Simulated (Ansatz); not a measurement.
CH₇GaO₄ (`C[OH+][Ga-]([OH])([OH])[OH]`), relaxed with RKS PBE-D4/def2-SVP in the Gaussian-basis code of Ansatz from a rough embedded geometry. The force threshold is 0.03 eV/Å; the program also tests the step.

The species carries charge 0 and has multiplicity 1.

Start:

```xyz
13

C    -1.581   -0.887    0.464
O    -0.993    0.428    0.401
Ga    0.746    0.375   -0.295
O     1.721   -0.638    0.723
O     1.398    2.084   -0.337
O     0.665   -0.289   -2.017
H    -2.561   -0.835    0.880
H    -0.919   -1.522    1.057
H    -1.628   -1.311   -0.623
H    -0.878    0.693    1.326
H     1.714   -0.306    1.630
H     2.292    1.964   -0.739
H     0.024    0.244   -2.470
```

(1) How much energy does the relaxation release, and in how many steps? (An estimate is asked.)

(2) Which bonds change most? (An estimate is asked.)

(3) Give the relaxed structure. (Best estimate.)

Answers

(1) The calculation gave: 101.44 kJ/mol, in 23 steps, 3 of them rejected.

(2) Ansatz gave: O2–Ga3 from 1.874 to 2.130 Å; Ga3–O4 from 1.736 to 1.813 Å; C1–H9 from 1.168 to 1.106 Å; Ga3–O6 from 1.847 to 1.804 Å.

(3) The calculation gave: 
```xyz
13

C    -1.597   -0.773    0.785
O    -1.056    0.177   -0.151
Ga    1.030    0.106   -0.575
O     1.583   -1.238    0.509
O     0.900    1.763    0.254
O     1.261   -0.114   -2.351
H    -2.401   -0.306    1.387
H    -0.797   -1.183    1.434
H    -2.028   -1.603    0.194
H    -0.829    1.042    0.293
H     1.968   -0.857    1.319
H     1.288    2.503   -0.245
H     0.676    0.483   -2.852
```
